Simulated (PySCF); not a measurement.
Task: Give a GFN2-xTB geometry of `COC(=O)c1ccoc(=O)c1`.

Result: 
```xyz
17
C7H6O4 angstrom
C      3.2015   -0.3305   -0.1272
O      1.7995   -0.5502   -0.0443
C      1.0386    0.5384    0.0613
O      1.4654    1.6647    0.0827
C     -0.4171    0.2072    0.1482
C     -1.3385    1.2951    0.2488
C     -2.6504    0.9999    0.3348
O     -3.1299   -0.2417    0.3310
C     -2.3041   -1.3467    0.2348
O     -2.8113   -2.4371    0.2375
C     -0.8828   -1.0668    0.1401
H      3.5893   -0.0106    0.8421
H      3.6420   -1.2804   -0.4182
H      3.4204    0.4421   -0.8665
H     -0.9695    2.3055    0.2534
H     -3.4337    1.7411    0.4151
H     -0.2265   -1.9181    0.0649
```

Orientation and origin are arbitrary. Atoms count from 1 in this order. Of the pairs four or more bonds apart, O2···H17 is among the closest relative to their van der Waals radii: 2.45 Å, 90 % of the sum of Bondi's values. The 11 heavy atoms lie in one plane (0.007 Å rms). O2 (ester single-bonded oxygen) is bent (angle 116.2°). O8 (ring oxygen) is bent (angle 122.0°).

Bonds between heavy atoms (Å): C1–O2 1.422, O2–C3 1.332, C3=O4 1.205, C3–C5 1.495, C5–C6 1.429, C6–C7 1.347, C7–O8 1.331, O8–C9 1.383, C9=O10 1.203, C9–C11 1.452, C5–C11 1.357.

Structure optimised with GFN2-xTB, isolated species.

GFN2-xTB frequencies: not computed here. One conformer, not necessarily the lowest (C1–O2–C3–O4 0°, O2–C3–C5–C6 -179°).
